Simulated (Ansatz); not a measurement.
Stretching the Ge1–Cl3 bond in ClGeH (SMILES [Cl][GeH]) (multiplicity 1 held, fragments rigid). Energies count from the point at 2.207 Å.
Geometry at that point (charge 0, multiplicity 1):
| atom | x (Å) | y (Å) | z (Å) |
|---|---|---|---|
| Ge | 0.5286 | -0.1625 | 0.5049 |
| H | 1.6204 | -0.3833 | -0.6516 |
| Cl | -1.0904 | 0.3284 | -0.9121 |

R- and RO- levels are restricted; in cc, def2 and unpolarised 6-31G sets they are followed outwards from rest. U- levels take the lowest unrestricted solution at each point, which mixes spins at long bonds. Active spaces are followed from a long bond inwards. Levels need not reach the same state.

Cores are frozen in the correlated methods. Filled d and f shells under p-block atoms count as core.

The values were computed with Ansatz (a first-principles code) with Gaussian orbitals. Values without a source in brackets are computed.

Energies in kJ/mol.

```tsv
R (Å)	U-HF/def2-SVP	U-MP2/def2-SVP	R-SCS-MP2/def2-SVP	U-CCSD/def2-SVP	FIC-MRCISD+Q on CASSCF(6,4)/def2-SVP
1.765	268	258	263	264	266
1.986	45	41	43	44	45
2.207	0	0	0	0	0
2.427	27	30	29	28	27
2.648	80	87	84	83	80
2.979	169	180	175	172	165
3.310	228	292	257	252	238
3.862	260	352	363	328	316
4.414	268	366	433	345	345
5.076	271	371	474	350	354
5.958	272	372	477	351	356
7.062	272	372	438	351	356
```

Doubts at one or more of the structures used: a spin-contaminated determinant (U-HF/def2-SVP, U-MP2/def2-SVP, U-CCSD/def2-SVP); a restricted determinant that unrestricted orbitals would lower (R-SCS-MP2/def2-SVP); T1 above 0.05 (U-CCSD/def2-SVP); the program's own flag: lower state (U-CCSD/def2-SVP); active orbitals that take no part (FIC-MRCISD+Q on CASSCF(6,4)/def2-SVP).
